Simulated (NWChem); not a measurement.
# CoHOCl, quartet; SMILES [Cl][Co][OH]

```xyz
4

Co     0.0033    -0.3793     0.0032
Cl     0.0052     1.7553    -0.0021
O      0.0620    -2.1083    -0.0053
H     -0.6749    -2.7320    -0.0076
```
Atoms are numbered in this order, from 1.

Computed with NWChem. Spin-unrestricted. Geometry: optimised at B3LYP/6-31G* (spherical d), spin-unrestricted. This spin state was assumed; another may lie lower. No stability test was run on the SCF state.

Estimate the computed values for UHF/aug-cc-pVDZ. Quantities: highest occupied level (eV); lowest empty minus highest occupied level, either spin (eV); dipole (D); <S²>.

The highest occupied level (eV) is -12.07. The lowest empty minus highest occupied level, either spin (eV) is 12.19 and the dipole (D) is 2.25. The <S²> comes out as 3.76.
